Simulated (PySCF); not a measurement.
Mo(O)(NH)(OH)2 (H3MoNO3), SMILES [NH]=[Mo]([OH])(=[O])[OH], multiplicity 1. Coordinates come from a r2SCAN-D4/def2-SVP optimisation. The spin state was assumed, not searched. The structure was generated by enumeration; whether it is a known compound was not checked. The def2 effective core potentials stand for the cores of Mo; spin–orbit coupling is left out. The values are those of a single conformer.

The numbers are results of r2SCAN-D4/def2-SVP run with PySCF 2.14.0, not measurements.

Harmonic wavenumbers (cm⁻¹): 206, 231, 237, 263, 272, 290, 345, 516, 596, 638, 665, 724, 776, 988, 1028, 3569, 3854, 3858. Rotational constants (GHz): 3.712, 3.391, 3.202; symmetry number 1.

Question: Work out the zero-point energy and the ideal-gas rigid-rotor harmonic-oscillator thermochemistry at 298.15 K and 1 atm.

Answer: ZPE = ½ Σ hcν = ½ × 19057 cm⁻¹ = 27.24 kcal/mol. H − E(el) = 32.25 kcal/mol. Entropy in cal/(mol K): translation 41.14, rotation 26.48, vibration 14.17, total 81.78. G − E(el) = 7.86 kcal/mol. Cp = 26.42 cal/(mol K).
